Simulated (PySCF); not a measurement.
## Relaxation of quartet TaH₂

Method: UPBE0 in PySCF with Ta def2-TZVP with ECP60, H def2-TZVP; scalar-relativistic core potentials, no spin–orbit coupling; density-fitted integrals. A (50,194) grid was used.

A hand-made linear start, of D∞h symmetry, held to at least that symmetry:

Coordinates in bohr (charge 0 multiplicity 4):
```
Ta    0.0000    0.0000    0.0000
H     0.0000    0.0000    3.3637
H     0.0000    0.0000   -3.3637
```

Optimiser trace:
| step | E − E(last) (kJ/mol) | largest gradient (Eh/bohr) |
| --- | --- | --- |
| 0 | 14.83 | 0.02897 |
| 1 | 3.74 | 0.01365 |
| 2 | 0.12 | 0.00235 |
| 3 | 0.00 | 0.00023 |
| 4 | 0.00 | 0.00000 |

It ends at D∞h with Ta–H 1.890 Å (×2); H–Ta–H 180.0°. A frequency run shows 2 imaginary modes (one degenerate set), down to 777i cm⁻¹, so it is a higher-order saddle point.

Final geometry:
Z-matrix (Å, degrees; charge 0 multiplicity 4):
```
Ta
H  1 1.8902
H  1 1.8902 2 180.00
```

Open d and f shells are described by one determinant, and the ground state may have another occupation or spin. At this level a broken-symmetry Ms = 1/2 minimum of C2v symmetry lies 34 kJ/mol below this structure. Spin–orbit coupling, left out here, can matter for elements this heavy.

The relaxation took 2.7 s on 2 threads of a shared Arm Neoverse V2 host, with 52 basis functions and 5 gradients; the process peaked at 0.37 GiB. Launch command: `OMP_NUM_THREADS=2 python axn.py task.json out`.
